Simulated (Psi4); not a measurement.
Psi4 input (wB97X-D/6-311+G**):

```
memory 1500 MB

molecule {
0 1
C     2.52073900   -0.61291000   -0.30646900
C     1.27512500   -0.92863400    0.02718300
C     0.35780200   -0.07320900    0.84939200
B    -0.93760900    0.37333100    0.06476200
O    -1.64400400   -0.58742500   -0.61261700
O    -1.30175000    1.69344100    0.11018300
H     3.12578500   -1.26855700   -0.91947600
H     2.97971800    0.31277200    0.02291400
H     0.85448700   -1.86392100   -0.33054500
H     0.88585000    0.80202800    1.23145300
H     0.01799100   -0.64854300    1.72173300
H    -2.42653100   -0.28915200   -1.08610000
H    -2.10522500    1.92910200   -0.36495000
symmetry c1
no_reorient
no_com
}

set {
  basis 6-311+G**
  reference rks
  scf_type df
  df_basis_scf def2-universal-jkfit
  dft_radial_points 99
  dft_spherical_points 590
  e_convergence 1e-8
  d_convergence 1e-7
  maxiter 150
}

e = energy('wb97x-d')
print_out(f'\nFINAL {e:.10f} DIPOLE {variable("CURRENT DIPOLE")[0]:.6f} {variable("CURRENT DIPOLE")[1]:.6f} {variable("CURRENT DIPOLE")[2]:.6f}\n')
```

From the output:

```
     153A      3.612210   154A      3.630702   155A      3.658414
     156A      3.806308   157A      3.846080   158A      3.912567
     159A      3.984659   160A      4.052708   161A      4.099381
     162A      4.425157   163A      5.074789   164A      5.081579
     165A      5.253545   166A      5.465486   167A      5.704081
     168A      5.707762   169A     14.802830   170A     23.888154
     171A     24.085294   172A     24.432022   173A     50.006729
     174A     50.030113

    Final Occupation by Irrep:
              A
    DOCC [    23 ]
    NA   [    23 ]
    NB   [    23 ]

  @DF-RKS Final Energy:  -293.91462420582116

   => Energetics <=

    Nuclear Repulsion Energy =            214.1350107897161763
    One-Electron Energy =                -823.8642232717206753
    Two-Electron Energy =                 343.5388365735548177
    DFT Exchange-Correlation Energy =     -27.7193205323499967
    Empirical Dispersion Energy =          -0.0049277650214482
    VV10 Nonlocal Energy =                  0.0000000000000000
    Total Energy =                       -293.9146242058211556

Computation Completed

Properties will be evaluated at   0.000000,   0.000000,   0.000000 [a0]

Properties computed using the SCF density matrix

 Multipole Moments:

 ------------------------------------------------------------------------------------
     Multipole            Electronic (a.u.)      Nuclear  (a.u.)        Total (a.u.)
 ------------------------------------------------------------------------------------

 L = 1.  Multiply by 2.5417464519 to convert [e a0] to [Debye]
 Dipole X            :         -1.0398973           -0.0000113           -1.0399086
 Dipole Y            :          0.2940726           -0.0000113            0.2940612
 Dipole Z            :         -0.4020401            0.0000057           -0.4020344
 Magnitude           :                                                    1.1530454

 ------------------------------------------------------------------------------------

FINAL -293.9146242058 DIPOLE -1.039909 0.294061 -0.402034

*** Psi4 exiting successfully. Buy a developer a beer!
```

The geometry given is a B3LYP-D3(BJ)/def2-TZVP minimum.
